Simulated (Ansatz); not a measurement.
A structure relaxed at PBE0-D4/def2-TZVP, charge 0, multiplicity 1:

```xyz
14

C     1.309    0.112    1.205
C     0.523   -0.039   -0.089
C    -0.469   -1.236   -0.100
Al   -1.721   -0.523   -1.451
Si   -0.573    1.446   -0.646
H     0.633    0.299    2.045
H     2.016    0.945    1.159
H     1.875   -0.797    1.435
H     1.230   -0.184   -0.919
H     0.020   -2.209   -0.196
H    -1.013   -1.259    0.857
H    -2.763   -1.162   -2.469
H     0.142    2.528   -1.384
H    -1.210    2.077    0.552
```

Task: Give its formula and SMILES.

Result: C3H9AlSi, `CC1[CH2][AlH][SiH2]1`.

Task: Point group (tolerance 0.08 Å, 0.16 Å for H)?

Result: C1.

Task: Summarise the bond lengths by kind.

Result: 2 × C–C 1.521 to 1.554 Å; 6 × C–H 1.094 to 1.101 Å; 1 × C–Si 1.928 Å; 1 × Al–C 1.975 Å; 1 × Al–Si 2.417 Å; 1 × Al–H 1.591 Å; 2 × H–Si 1.492 to 1.496 Å.

All numbers were calculated with Ansatz.
